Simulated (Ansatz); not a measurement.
Coupled-cluster diagnostics for SnMe4 (C₄H₁₂Sn), Ansatz.

Geometry of the singlet (B3LYP-D4/def2-SVP):

```xyz
17

C    -1.6626    0.9849    0.9999
C     0.7263   -1.6347    1.2387
C     1.6046    1.4339   -0.3225
C    -0.6686   -0.7842   -1.9162
Sn    0.0001    0.0001    0.0001
H    -2.0328    1.8227    0.3896
H    -1.3411    1.3760    1.9771
H    -2.4873    0.2736    1.1591
H     1.5573   -2.1538    0.7370
H    -0.0808   -2.3597    1.4249
H     1.0841   -1.2497    2.2059
H     2.4612    0.9440   -0.8106
H     1.9397    1.8541    0.6383
H     1.2566    2.2573   -0.9650
H    -1.0565    0.0305   -2.5468
H    -1.4683   -1.5260   -1.7676
H     0.1683   -1.2689   -2.4421
```

In the def2 sets Sn takes a core potential; there is no spin–orbit coupling. Correlated methods freeze 8 core orbitals; core or outer-core shells of Sn are correlated, in sets that lack core-valence functions.

(1) Estimate the CCSD(T) correlation energy, the shares of MP2 and (T), T1 and the reference's ⟨S²⟩ for: charge 0, singlet, own geometry in def2-SVP; and the rough time on 4 threads of Arm Neoverse V1 on a shared host.

Answers

(1) 
| state | basis | correlation (eV) | MP2 share (%) | (T) share (%) | T1 | ⟨S²⟩ (pure) | wall time |
| --- | --- | --- | --- | --- | --- | --- | --- |
| charge 0, singlet, own geometry | def2-SVP | -21.962 | 87.9 | 2.9 | 0.008 | 0.00 (0.00) | 32 s |
Customary marks for T1 are 0.02 (closed shells), 0.045 (open shells) and about 0.05 (3d metals). T1 stays under 0.02 throughout.
